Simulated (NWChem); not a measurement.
System: CH7FOSi2; SMILES O[C@H]([SiH2]F)[SiH3]

Parts of the log:

```
             Northwest Computational Chemistry Package (NWChem) 7.3.0
             --------------------------------------------------------

                             Geometry "geometry" -> ""
                             -------------------------

 Output coordinates in angstroms (scale by  1.889725989 to convert to a.u.)

  No.       Tag          Charge          X              Y              Z
 ---- ---------------- ---------- -------------- -------------- --------------
    1 O                    8.0000    -1.74957000    -0.95517300    -0.00189500
    2 C                    6.0000    -0.46738300    -0.45090700     0.45293900
    3 Si                  14.0000     0.98127400    -1.59008200    -0.05101300
    4 Si                  14.0000    -0.40577200     1.34282600    -0.16077600
    5 F                    9.0000     1.05476300     2.03861300     0.13753000
    6 H                    1.0000    -1.68196900    -1.08111300    -0.96868000
    7 H                    1.0000    -0.51300500    -0.44399300     1.56434100
    8 H                    1.0000     0.78549100    -2.96663500     0.52073700
    9 H                    1.0000     0.96951000    -1.69321700    -1.55486200
   10 H                    1.0000     2.29817900    -1.02187400     0.39957000
   11 H                    1.0000    -0.61608800     1.31225100    -1.64970100
   12 H                    1.0000    -1.47049900     2.16206200     0.50558200

 Effective nuclear repulsion energy (a.u.)     298.7142898306

                                 NWChem DFT Module
                                 -----------------

 Summary of "ao basis" -> "ao basis" (spherical)
 ------------------------------------------------------------------------------
       Tag                 Description            Shells   Functions and Types
 ---------------- ------------------------------  ------  ---------------------
 O                           6-31g*                  6       14   3s2p1d
 C                           6-31g*                  6       14   3s2p1d
 Si                          6-31g*                  8       18   4s3p1d
 F                           6-31g*                  6       14   3s2p1d
 H                           6-31g*                  2        2   2s

            General Information
            -------------------
          SCF calculation type: DFT
          Wavefunction type:  closed shell.
          No. of atoms     :    12
          No. of electrons :    58
           Alpha electrons :    29
            Beta electrons :    29
          Charge           :     0
          Spin multiplicity:     1
          Use of symmetry is: off; symmetry adaption is: off
          Maximum number of iterations: 150
          AO basis - number of functions:    92
                     number of shells:    48
          Convergence on energy requested:  1.00D-06
          Convergence on density requested:  1.00D-05
          Convergence on gradient requested:  5.00D-04

              XC Information
              --------------
                      r^2SCAN Method XC Functional
               r^2SCAN metaGGA Exchange Functional  1.000
                     r^2SCAN Correlation Potential  1.000

             Grid Information
             ----------------
          Grid used for XC integration:  medium
          Radial quadrature: Mura-Knowles
          Angular quadrature: Lebedev.
          Tag              B.-S. Rad. Rad. Pts. Rad. Cut. Ang. Pts.
          ---              ---------- --------- --------- ---------
          O                   0.60       49          10.0       434
          C                   0.70       49           8.0       434
          Si                  1.10       88          11.0       590
          F                   0.50       49          12.0       434
          H                   0.35       45          12.0       434
          Grid pruning is: on
          Number of quadrature shells:   638
          Spatial weights used:  Erf1

      Superposition of Atomic Density Guess
      -------------------------------------

 Sum of atomic energies:        -792.90918122

      Non-variational initial energy
      ------------------------------

 Total energy =    -794.479397
 1-e energy   =   -1692.470352
 2-e energy   =     599.276666
 HOMO         =      -0.287605
 LUMO         =       0.024040

[...]

                         DFT ENERGY GRADIENTS

    atom               coordinates                        gradient
                 x          y          z           x          y          z
   1 O      -3.306208  -1.805015  -0.003581    0.001437   0.001502   0.004328
   2 C      -0.883226  -0.852091   0.855931   -0.007073  -0.003978  -0.006542
   3 Si      1.854339  -3.004819  -0.096401   -0.000264   0.000587   0.001120
   4 Si     -0.766798   2.537573  -0.303823   -0.010598  -0.006193  -0.000881
   5 F       1.993213   3.852420   0.259894    0.014324   0.007294   0.002564
   6 H      -3.178461  -2.043007  -1.830540    0.000153  -0.000751  -0.004707
   7 H      -0.969439  -0.839025   2.956176    0.001868   0.000962   0.008233
   8 H       1.484363  -5.606127   0.984050   -0.000890  -0.004738   0.002086
   9 H       1.832108  -3.199716  -2.938263   -0.000149  -0.000090  -0.005056
  10 H       4.342929  -1.931062   0.755078    0.004514   0.002121   0.001450
  11 H      -1.164238   2.479795  -3.117483    0.000098   0.000240  -0.005025
  12 H      -2.778840   4.085705   0.955411   -0.003419   0.003046   0.002431
```

Level: r2SCAN/6-31G* (spherical d). Geometry: optimised at PBE-D3(BJ)/def2-SVP.

Task: Which NWChem input produces such a log?

Result: Several could match; the one computed here: the input that was run:
```
start job
memory heap 200 mb stack 900 mb global 1100 mb
geometry units angstroms noautosym nocenter noautoz
  O     -1.749570    -0.955173    -0.001895
  C     -0.467383    -0.450907     0.452939
  Si     0.981274    -1.590082    -0.051013
  Si    -0.405772     1.342826    -0.160776
  F      1.054763     2.038613     0.137530
  H     -1.681969    -1.081113    -0.968680
  H     -0.513005    -0.443993     1.564341
  H      0.785491    -2.966635     0.520737
  H      0.969510    -1.693217    -1.554862
  H      2.298179    -1.021874     0.399570
  H     -0.616088     1.312251    -1.649701
  H     -1.470499     2.162062     0.505582
end
basis spherical
  * library 6-31g*
end
dft
  xc r2scan
  iterations 150
end
task dft gradient
```
